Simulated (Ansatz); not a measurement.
System: C₂H₂N₃, charge 0, doublet. C2H2N3 (SMILES n1[c]n[nH]c1, doublet).
B3LYP-D3(BJ)/def2-TZVP minimum from Ansatz (an electronic-structure program):
```xyz
7

C      1.1503    -0.0272    -0.0139
N      0.4934     1.1316     0.0395
C     -0.7686     0.7260     0.0374
N     -0.8130    -0.6184    -0.0156
N      0.4572    -1.1290    -0.0500
H     -1.6447     1.3532     0.0721
H     -1.6086    -1.2355    -0.0312
```
Charge 0, spin multiplicity 2.

Atomisation energy term by term, kcal/mol (programs: Ansatz). UHF or UKS for unpaired electrons; spin-orbit terms are left out. Cores are frozen in correlated methods. Rows without X2C or -DK are non-relativistic. CBS(X,Y): correlation extrapolated as X^-3, Hartree-Fock from the larger set. A bracket is a step between two methods taken in the basis named. '+ core + X2C': CCSD(T) terms for core correlation (cc-pwCVTZ) and scalar relativity (cc-pVTZ-DK). Where a partner has so few electrons that a lower coupled-cluster level is exact, that level stands in. The UHF reference of C2H2N3 ([c]1nc[nH]n1, doublet) is spin-contaminated (<S^2> up to 0.16 over the pure value in the sets run).

```json
[
 {"term": "Hartree-Fock", "basis": "cc-pVQZ", "kcal/mol": "407.74"},
 {"term": "CCSD correlation", "basis": "CBS(cc-pVTZ,cc-pVQZ)", "kcal/mol": "257.23"},
 {"term": "(T)", "basis": "CBS(cc-pVTZ,cc-pVQZ)", "kcal/mol": "25.19"},
 {"term": "CCSDT(Q) - CCSD(T)", "basis": "cc-pVDZ", "kcal/mol": "1.65"},
 {"term": "core correlation", "basis": "cc-pwCVTZ", "kcal/mol": "3.91"},
 {"term": "scalar relativity", "basis": "X2C, cc-pVTZ-DK", "kcal/mol": "-0.96"},
 {"term": "sum: De", "basis": "", "kcal/mol": "694.8"}
]
```
